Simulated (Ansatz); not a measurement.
Stepwise reaction of `[Cl][GeH2][Br]` with hydrogen fluoride, as a gas-phase model of exchange steps in deposition or etching. ΔE in kJ/mol; ΔG adds harmonic PBE0-D4 terms to CCSD(T)/CBS, at 1 bar.

Computed with Ansatz on PBE0-D4/def2-TZVP structures; ΔE is electronic, products minus reactants. CCSD(T)/CBS adds triple-zeta CCSD(T) − MP2 to the extrapolated MP2 energy (def2 sets, frozen cores). This one scheme is used for every species. DFT in def2-TZVPP. B3LYP here is the variant with VWN-RPA as its local correlation; programs differ in this. For Br, Ge outer-core shells are correlated without core-valence functions, which leaves a few kJ/mol of doubt a bond. Scalar relativity is left out up to krypton.

```json
{"step": "1", "reaction": "`[Cl][GeH2][Br]` + H–F → `[F][GeH]([Cl])[Br]` + H₂", "PBE-D4": "-42.1", "B3LYP-D4": "-44.5", "ωB97M-V": "-43.3", "CCSD(T)/CBS": "-36.4", "ΔG(500 K)": "-36.0"}
```

Q: Give the row of step 2, `[F][GeH]([Cl])[Br]` + H–F → `[F][Ge]([F])([Cl])[Br]` + H₂. (Best estimate.)

A: Ansatz gave: 
```csv
step,reaction,PBE-D4,B3LYP-D4,ωB97M-V,CCSD(T)/CBS,ΔG(500 K)
2,`[F][GeH]([Cl])[Br]` + H–F → `[F][Ge]([F])([Cl])[Br]` + H₂,-33.8,-36.7,-36.7,-30.3,-29.6
```

Q: By hand: ΔE of the 2 steps together at CCSD(T)/CBS.

A: (-36.4) + (-30.3) = -66.7 kJ/mol, or -33.4 kJ/mol a step.

In ΔE each step is higher than the one before. All are downhill at CCSD(T)/CBS. ΔG lies between -36.0 and -29.6 kJ/mol a step. PBE-D4 differs from CCSD(T)/CBS by -5.7 to -3.5 kJ/mol a step. Isolated molecules leave out the surface, adducts and barriers. Largest T1 diagnostic: 0.010.
